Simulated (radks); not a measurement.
Values are calculated unless marked as measured or tabulated.
Charge is removed step by step from the 3d down level of neutral cobalt, starting from [Ar] 3d(up 5, down 2) 4s2. Code: a radial shooting solver on a logarithmic mesh with Libxc functionals. Model: non-relativistic Kohn-Sham, PBE, spin-polarised, spherical densities, point nucleus.

| removed (e) | E - E(0) (eV) | eigenvalue (eV) | E minus straight line (eV) |
|---|---|---|---|
| 0 | 0.000 | -6.833 | 0.000 |
| 0.1 | 0.743 | -8.039 | -0.597 |
| 0.2 | 1.609 | -9.287 | -1.072 |
| 0.3 | 2.602 | -10.574 | -1.420 |
| 0.4 | 3.725 | -11.898 | -1.638 |
| 0.5 | 4.983 | -13.260 | -1.721 |
| 0.6 | 6.378 | -14.656 | -1.666 |
| 0.7 | 7.915 | -16.087 | -1.470 |
| 0.8 | 9.597 | -17.550 | -1.129 |
| 0.9 | 11.426 | -19.045 | -0.640 |
| 1 | 13.407 | -20.572 | 0.000 |

Removing the whole electron costs 13.407 eV by Delta-SCF, against 6.833 eV from minus the eigenvalue at the starting occupation. Slater's transition state (half an electron removed) gives 13.260 eV. Integrating minus the eigenvalue over the occupation (Janak's theorem) gives 13.407 eV. The mean slope of the eigenvalue, de/dn, is 13.7 eV per electron.
